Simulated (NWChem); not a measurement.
AlHOI2; SMILES [OH][Al]([I])[I]

```xyz
5

Al     0.8771    -0.0088     0.0000
I     -0.3363    -2.1529     0.0000
I     -0.3285     2.1564     0.0000
O      2.5852    -0.0957     0.0000
H      3.1505     0.6942     0.0000
```
Atoms are numbered in this order, from 1.

All runs: NWChem. Medium grid unless said otherwise, to which SCAN and Minnesota functionals are sensitive. Structure relaxed at the PBE-D3(BJ)/def2-SVP level. def2 effective core potentials on I; no spin-orbit coupling. Hybrids' shares of exact exchange are those that their runs print; pure functionals count as 0. The functionals differ in more than this share.

| row | share of exact exchange | highest occupied level (eV) |
|---|---|---|
| PBE/def2-SVP | 0.00 | -6.56 |
| PW91/def2-SVP | 0.00 | -6.60 |
| B3LYP/def2-SVP | 0.20 | -7.42 |
| B3PW91/def2-SVP | 0.20 | -7.56 |
| M06/def2-SVP | 0.27 | -7.61 |
| BHandHLYP/def2-SVP | 0.50 | withheld |
| M05-2X/def2-SVP | 0.56 | -9.15 |

Q: Fit a straight line of the last column on the one before it, predict the withheld value, and compare with the run.

A: 
1. Means of the 6 shown rows: x = 0.205, y = -7.483. Slope Σ(x − x̄)(y − ȳ)/Σ(x − x̄)² = -0.9702/0.2144 = -4.526; intercept -6.556.
2. The shown rows scatter about the line by 0.087 (root mean square); the largest residual is +0.17, at M06/def2-SVP.
3. At x = 0.50 (BHandHLYP/def2-SVP; inside the shown range) the line gives -8.82.
4. The run gives -8.66, +0.16 from the line, 1.8 times the scatter.
